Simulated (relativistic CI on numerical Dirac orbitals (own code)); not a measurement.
## Br: sensitivity of the levels to the model

Base calculation: Dirac-Coulomb-Breit CI, separate exchange-only KLI orbitals for each configuration, model QED (radiative potential, 1s self-energy scaled to tabulated hydrogen-like ionisation energies), valence Slater integrals scaled by 0.85, P86 correlation energy added to each configuration.

Configurations in the expansion (outside the closed core [Ar] 3d10): 4s2 4p5, 4s2 4p4 5s, 4s2 4p4 5p, 4s2 4p4 4d, 4s 4p6, 4s2 4p4 6s, 4s2 4p4 6p, 4s2 4p4 5d, 4s2 4p4 4f, 4s2 4p4 6d, 4s2 4p4 5f, 4s2 4p4 5g, 4s2 4p4 6f, 4s2 4p3 4d2, 4s2 4p2 4d2 5s, 4s2 4p2 4d2 5p, 4s2 4p2 4d3, 4s2 4p2 4d2 6s, 4s2 4p2 4d2 6p. Double excitations out of closed p, d and f shells are left out; levels of such configurations are missing from the list, as are those of other unlisted configurations, and high levels can miss mixing partners. These lack a partner that the ground configuration has and come out too high: 4s2 4p4 5d, 4s2 4p4 4f, 4s2 4p4 6d, 4s2 4p4 5f, 4s2 4p4 5g.

The lowest level and the first level of each name with at least 55 % of one term (blank where a level has no safe partner in the second run):

```tsv
Level	Base (cm⁻¹)	Shift (cm⁻¹)
4s2 4p5 2P°_3/2	0.0	0.0
4s2 4p5 2P°_1/2	3684.9	+0.6
4s2 4p4 5s 4P_5/2	63231.7	+1914.1
4s2 4p4 5s 4P_3/2	64794.2	+1914.7
4s2 4p4 5s 4P_1/2	66705.6	+1916.4
4s2 4p4 5s 2P_3/2	67087.6	+1915.6
4s2 4p4 5s 2P_1/2	68955.5	+1915.7
4s2 4p4 5p 4P°_5/2	73280.0	+2912.2
4s2 4p4 5p 4P°_3/2	73625.1	+2912.2
4s2 4p4 5p 4D°_7/2	74020.2	+2913.2
4s2 4p4 5p 2D°_5/2	74257.9	+2913.2
4s2 4p4 5s 2D_5/2	76375.7	+1923.1
4s2 4p4 5s 2D_3/2	76417.2	+1929.3
4s2 4p4 5p 4D°_5/2	77026.6	+2912.6
4s2 4p4 5p 4D°_3/2	77229.5	+2911.6
4s2 4p4 5p 4D°_1/2	77387.0	+2912.6
4s2 4p4 4d 4D_7/2	79601.7	+2593.0
4s2 4p4 4d 4D_5/2	79810.1	+2590.6
4s2 4p4 4d 4D_3/2	80162.3	+2590.1
4s2 4p4 4d 4F_9/2	80532.6	+2600.9
4s2 4p4 4d 4D_1/2	80551.4	+2593.8
4s2 4p4 6s 4P_5/2	80754.4	+2660.6
```

For a near-neutral ion this model can misplace configurations by up to about 10,000 cm⁻¹ (more where the count of f electrons changes) and terms by 10 to 25 % of their spread. Rates follow the energies as ν³ (E1, M1) or ν⁵ (E2), so they and the lifetimes can be off by large factors. The fine structure of a lone outer electron comes out too small, for d and f at times inverted, and misplaced configurations move strength between like terms. 21 of the 28 excited levels that our extract of the measured tables holds in this range could be paired (the sources list more); they are missed by 891 cm⁻¹ on average and 4254 at most, and levels without a partner can miss by more.

Task: One thing was changed in a second run, which moved the levels as shown. Which?
A. QED terms removed
B. valence Slater integrals scaled by 0.75
C. configuration mixing switched off
D. only the first 3 configurations
E. self-excluded LDA correlation estimate
F. Breit term removed

Result: E. Self-excluded LDA correlation estimate. A correlation estimate moves all levels of a configuration together before mixing; mixed levels move by a weighted share.

LS names give the leading component of a level, which can be under half, so a name can repeat, a term be missing and a line seem to break the LS rules.
